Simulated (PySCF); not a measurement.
H6N3Si, multiplicity 2. Atoms are numbered in the order given.

```xyz
10

N      0.4647     1.5562     0.2288
Si     0.0000     0.0000    -0.4224
N      1.1153    -1.1805     0.2288
N     -1.5800    -0.3757     0.2288
H     -0.2712     2.0876     0.6895
H      1.0587     2.1720    -0.3195
H      1.3516    -2.0028    -0.3195
H      1.9435    -0.8089     0.6895
H     -2.4103    -0.1691    -0.3195
H     -1.6723    -1.2787     0.6895
```
Charge 0, spin multiplicity 2.

Coordinates come from a B3LYP-D3(BJ)/def2-SVP optimisation. One conformer was computed; it need not be the lowest.

All values below come from B3LYP-D3(BJ)/def2-SVP in PySCF.

Frequencies are harmonic and unscaled.

Modes within 1.5 cm⁻¹ of each other (mostly degenerate sets) share a row, with their intensities summed.

Computed vibrational spectrum:
```
mode   ν (cm⁻¹)  IR (km/mol)  moving atoms (share of kinetic energy)
-----  --------  -----------  --------------------------------------
1–2         164         24.7                          H 74 %, N 22 %
3–4         270         23.6                  N 48 %, H 44 %, Si 8 %
5           319          8.0                 H 37 %, Si 36 %, N 28 %
6           388         20.2                           H 88 %, N 9 %
7–8         427        193.3                          H 82 %, N 17 %
9           459        296.2                          H 75 %, N 22 %
10          726          3.5                 N 71 %, H 17 %, Si 12 %
11–12       791         30.8                          H 61 %, N 32 %
13          816         24.2                 H 76 %, N 14 %, Si 10 %
14–15       871        206.2                 Si 37 %, H 33 %, N 30 %
16–17      1531        141.1                          H 89 %, N 11 %
18         1535          0.1                          H 90 %, N 10 %
19–21      3543         53.0                                  H 96 %
22–24      3642         58.9                           H 91 %, N 9 %
```
